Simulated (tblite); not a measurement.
4-methylbenzoyl chloride, C8H7ClO.
Numbering: `[CH3:1][c:2]1[cH:3][cH:4][c:5]([C:6](=[O:7])[Cl:8])[cH:9][cH:10]1` (hydrogens: H11, H12, H13 on C1; H14 on C3; H15 on C4; H16 on C9; H17 on C10)

The geometry is computed with GFN2-xTB (gas phase).

What internal coordinates does the optimisation give?

```json
{"bond": "C1–C2", "length (Å)": "1.495", "order": "single"}
{"bond": "C2–C3, C2–C10", "length (Å)": "1.392", "order": "aromatic"}
{"bond": "C3–C4, C9–C10", "length (Å)": "1.379", "order": "aromatic"}
{"bond": "C4–C5, C5–C9", "length (Å)": "1.397", "order": "aromatic"}
{"bond": "C5–C6", "length (Å)": "1.459", "order": "single"}
{"bond": "C6=O7", "length (Å)": "1.190", "order": "double"}
{"bond": "C6–Cl8", "length (Å)": "1.779", "order": "single"}
{"bond": "C1–H11, C1–H12, C1–H13", "length (Å)": "1.088", "order": "single"}
{"bond": "C3–H14, C10–H17", "length (Å)": "1.080", "order": "single"}
{"bond": "C4–H15, C9–H16", "length (Å)": "1.079", "order": "single"}
```

Bonds in one row agree within 0.01 Å and their mean is given. Orders are formal, as drawn. A selection of angles:
```json
{"angle": "C2–C1–H11", "degrees": "109.7"}
{"angle": "C2–C1–H12", "degrees": "111.1"}
{"angle": "H11–C1–H12", "degrees": "108.0"}
{"angle": "H12–C1–H13", "degrees": "109.2"}
{"angle": "C1–C2–C3", "degrees": "120.5"}
{"angle": "C3–C2–C10", "degrees": "118.6"}
{"angle": "C2–C3–C4", "degrees": "120.8"}
{"angle": "C2–C3–H14", "degrees": "119.4"}
{"angle": "C4–C3–H14", "degrees": "119.8"}
{"angle": "C3–C4–C5", "degrees": "120.3"}
{"angle": "C3–C4–H15", "degrees": "120.8"}
{"angle": "C5–C4–H15", "degrees": "118.8"}
{"angle": "C4–C5–C6", "degrees": "116.9"}
{"angle": "C4–C5–C9", "degrees": "119.1"}
{"angle": "C6–C5–C9", "degrees": "124.1"}
{"angle": "C5–C6–O7", "degrees": "127.3"}
{"angle": "C5–C6–Cl8", "degrees": "114.4"}
{"angle": "O7–C6–Cl8", "degrees": "118.3"}
{"angle": "C10–C9–H16", "degrees": "120.1"}
```

Torsions: C4–C5–C6–O7 0° (synperiplanar). The mirror-image conformer, all signs reversed, is as good.

The C–C distances run from 1.378 Å (C3–C4, aromatic) to 1.495 Å (C1–C2, drawn single), a spread of 0.117 Å. The 10 heavy atoms lie in one plane (0.004 Å rms). The 6-membered ring C2–C3–C4–C5–C9–C10 has internal angles of 118.6° to 121.1°; it is planar, 0.00 Å rms from its mean plane, widest ring torsion 0°. Of the pairs four or more bonds apart, Cl8···H16 is among the closest relative to their van der Waals radii: 2.55 Å, 87 % of the sum of Bondi's values.

GFN2-xTB frequencies show an imaginary mode (35i cm⁻¹), so the point is no minimum at that level.
